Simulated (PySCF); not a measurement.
C₆H₁₅O₂PSi.
Numbering: `[CH3:1][O:2][C@@H:3]1[CH2:4][C@@H:5]([SiH3:6])[CH2:7][CH2:8][P@H:9]1=[O:10]` (hydrogens: H11, H12, H13 on C1; H14 on C3; H15, H16 on C4; H17 on C5; H18, H19, H20 on Si6; H21, H22 on C7; H23, H24 on C8; H25 on P9)

Level: PBE0/pcSseg-1 in PySCF, non-relativistic, on one gas-phase PBE0-D3(BJ)/def2-SVP geometry that isn't relaxed in the solvent. The solvent is an IEF-PCM continuum (van der Waals radii × 1.2). Only the electrostatic response of the medium enters.

Gas phase at PBE0/pcSseg-1: HOMO -7.38 eV, LUMO 0.52 eV, dipole 4.06 D.

Q: What does the continuum do to the energy, the frontier levels and the dipole at PBE0/pcSseg-1 in chloroform and water?

A: 
```tsv
solvent	ε	E(solvent) − E(gas) (kcal/mol)	polarisation term (kcal/mol)	distortion of the solute (kcal/mol)	HOMO (eV)	LUMO (eV)	dipole (D)
chloroform	4.711	-7.08	-7.93	0.85	-7.43	0.74	4.90
water	78.36	-9.92	-11.66	1.74	-7.43	0.80	5.31
```

The polarisation term is half the interaction of the solute with the surface charges that it induces; the rest is the cost of distorting the solute's density. The sum is the electrostatic part of solvation alone. From chloroform to water the lowering changes by a factor 1.40, Onsager's factor (ε − 1)/(2ε + 1) by 1.38 and ε itself by 16.6.

Q: Which radius a makes the point-dipole formula ΔE = −[(ε − 1)/(2ε + 1)]·μ²/a³ give the value in water, with the gas-phase dipole?

A: μ = 1.599 au and |ΔE| = 0.01580 Eh give a = 2.27 Å; the farthest nucleus lies 3.90 Å from the centroid of the nuclei, so such a sphere wouldn't even hold the nuclei. The formula assumes a rigid point dipole at the centre of a sphere.

Q: Which Mulliken charges (PBE0/pcSseg-1) respond most in chloroform (means over atoms taken as equivalent)?

A: 
```json
{"atoms": "O10", "environment": "phosphoryl oxygen", "gas (e)": "-0.629", "solvent (e)": "-0.691", "change": "-0.062"}
{"atoms": "H25", "environment": "P–H hydrogen", "gas (e)": "+0.037", "solvent (e)": "+0.056", "change": "+0.019"}
{"atoms": "O2", "environment": "ether oxygen", "gas (e)": "-0.511", "solvent (e)": "-0.524", "change": "-0.013"}
{"atoms": "H15", "environment": "methylene hydrogen", "gas (e)": "+0.140", "solvent (e)": "+0.151", "change": "+0.011"}
{"atoms": "Si6", "environment": "SiH3 silicon", "gas (e)": "+0.500", "solvent (e)": "+0.510", "change": "+0.010"}
{"atoms": "H14", "environment": "methine hydrogen", "gas (e)": "+0.144", "solvent (e)": "+0.154", "change": "+0.010"}
{"atoms": "C1", "environment": "methoxy carbon", "gas (e)": "-0.030", "solvent (e)": "-0.038", "change": "-0.008"}
{"atoms": "H24", "environment": "methylene hydrogen", "gas (e)": "+0.166", "solvent (e)": "+0.173", "change": "+0.007"}
{"atoms": "H21", "environment": "methylene hydrogen", "gas (e)": "+0.142", "solvent (e)": "+0.149", "change": "+0.007"}
{"atoms": "H11/H12/H13", "environment": "methyl hydrogen", "gas (e)": "+0.108", "solvent (e)": "+0.115", "change": "+0.007"}
{"atoms": "P9", "environment": "phosphoryl phosphorus", "gas (e)": "+0.892", "solvent (e)": "+0.899", "change": "+0.007"}
{"atoms": "H16", "environment": "methylene hydrogen", "gas (e)": "+0.158", "solvent (e)": "+0.151", "change": "-0.007"}
```
